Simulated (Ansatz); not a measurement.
Program: Ansatz. Geometries: PBE0-D4/def2-TZVP. ΔE: electronic, gas phase. CCSD(T)/CBS adds triple-zeta CCSD(T) − MP2 to the extrapolated MP2 energy (def2 sets, frozen cores). This one scheme is used for every species. Elements past krypton have def2 core potentials. For Sn outer-core shells are correlated without core-valence functions, which leaves a few kJ/mol of doubt a bond. One conformer a species, not always the lowest.

Reaction (redistribution): `C[SiH](N)O[SiH3]` + `C=[CH][SnH2][F]` → `C[SiH2]O[SiH3]` + `C=[C](N)[SnH2][F]`

`C[SiH](N)O[SiH3]`:

Cartesian coordinates in Å:
```
C -1.117 0.291 -1.851
Si -0.337 0.718 -0.224
N -1.415 0.361 1.052
O 1.089 -0.108 -0.152
Si 2.006 -0.894 0.946
H -2.007 0.897 -2.030
H -0.413 0.455 -2.670
H -1.411 -0.763 -1.874
H -0.008 2.161 -0.093
H -1.338 0.798 1.954
H -1.947 -0.492 1.093
H 2.176 -0.082 2.183
H 1.384 -2.192 1.321
H 3.338 -1.151 0.346
```

`C=[CH][SnH2][F]`:

Cartesian coordinates in Å:
```
C 0.590 0.966 -1.233
C -0.032 0.865 -0.064
Sn -0.264 -0.997 0.904
F -2.163 -1.337 0.957
H 0.715 1.923 -1.735
H 1.002 0.104 -1.751
H -0.430 1.759 0.409
H 0.395 -2.259 -0.033
H 0.187 -1.024 2.547
```

`C[SiH2]O[SiH3]`:

Cartesian coordinates in Å:
```
C -0.628 -1.884 -0.932
Si -0.186 -0.780 0.493
O 0.200 0.707 -0.083
Si 0.673 2.222 0.298
H -1.483 -1.486 -1.482
H -0.889 -2.883 -0.572
H 0.211 -1.980 -1.625
H 0.979 -1.328 1.242
H -1.331 -0.654 1.437
H 0.791 3.002 -0.957
H 1.989 2.195 0.990
H -0.326 2.868 1.191
```

`C=[C](N)[SnH2][F]`:

Z-matrix (Å, degrees):
```
Sn
F 1 1.940
C 1 2.123 2 98.7
H 1 1.702 2 104.0 3 120.2
H 1 1.702 2 106.5 3 -119.4
N 3 1.377 1 113.2 2 27.7
C 3 1.337 1 120.5 2 -157.0
H 6 1.008 3 116.5 1 -30.8
H 6 1.010 3 116.6 1 -169.5
H 7 1.088 3 121.8 1 -177.6
H 7 1.082 3 121.5 1 2.3
```

```csv
level,ΔE (kcal/mol)
HF/def2-TZVPP,28.1
HF/def2-QZVPP,28.3
```

Task: What does CCSD(T)/CBS give? (Estimate.)

Result: The calculation gave: +26.9 kcal/mol. The listed levels differ from it by 1.2, 1.4 kcal/mol.

Largest T1 diagnostic among the species: 0.014.

From PBE to PBE0 (25 % exact exchange), in def2-TZVPP and without D4, ΔE moves by +1.8 kcal/mol. In def2-TZVPP, CCSD(T) changes the Hartree–Fock value by −1.6 kcal/mol (the triples alone add −0.5 kcal/mol) and MP2 by −1.6 kcal/mol.
